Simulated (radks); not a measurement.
Task: The table gives one normalised radial function P(r) = r R(r) (large component) of Cd3+ in [Kr] 4d8.5 5s0.5 (r in bohr). Method: Dirac Kohn-Sham, PBE, spin-unpolarised, spherical densities, finite nucleus; open shells are shared between the two j in proportion to 2j + 1; Fermi nuclear charge, rms radius 4.6087 fm; computed with a radial shooting solver on a logarithmic mesh with Libxc functionals.

| r | P |
|---|---|
| 0.003214 | 0.1319 |
| 0.004253 | 0.1622 |
| 0.005627 | 0.1957 |
| 0.007445 | 0.2299 |
| 0.009851 | 0.2600 |
| 0.01303 | 0.2777 |
| 0.01725 | 0.2714 |
| 0.02282 | 0.2260 |
| 0.03019 | 0.1273 |
| 0.03995 | -0.0294 |
| 0.05286 | -0.2247 |
| 0.06994 | -0.3998 |
| 0.09254 | -0.4559 |
| 0.1224 | -0.2936 |
| 0.162 | 0.0956 |
| 0.2143 | 0.5358 |
| 0.2836 | 0.6947 |
| 0.3753 | 0.3228 |
| 0.4965 | -0.4469 |
| 0.657 | -1.1090 |
| 0.8692 | -1.2246 |
| 1.15 | -0.8461 |
| 1.522 | -0.3825 |
| 2.013 | -0.1094 |
| 2.664 | -0.0180 |
| 3.525 | -0.0015 |
| 4.664 | 0.0000 |
| 6.171 | 0.0000 |

Which n and l does it have? It may be an empty orbital.

Result: n = 4, l = 0: the number of nodes gives n - l - 1 = 3, the rise at small r points to l (this Dirac orbital starts outside the nucleus as r^gamma with gamma = sqrt((l + 1)^2 - (Z/c)^2) = 0.94; the j = 1/2 orbital of l + 1 starts with the same power, but with a smaller coefficient, and then steepens), and the extent must fit the shell. The curve is that of 4s1/2. 4s1/2: eigenvalue -144.20 eV, 3 radial nodes at r = 0.0381, 0.153, 0.426 bohr, <r> = 0.874 bohr, 90 % of the charge inside 1.27 bohr.
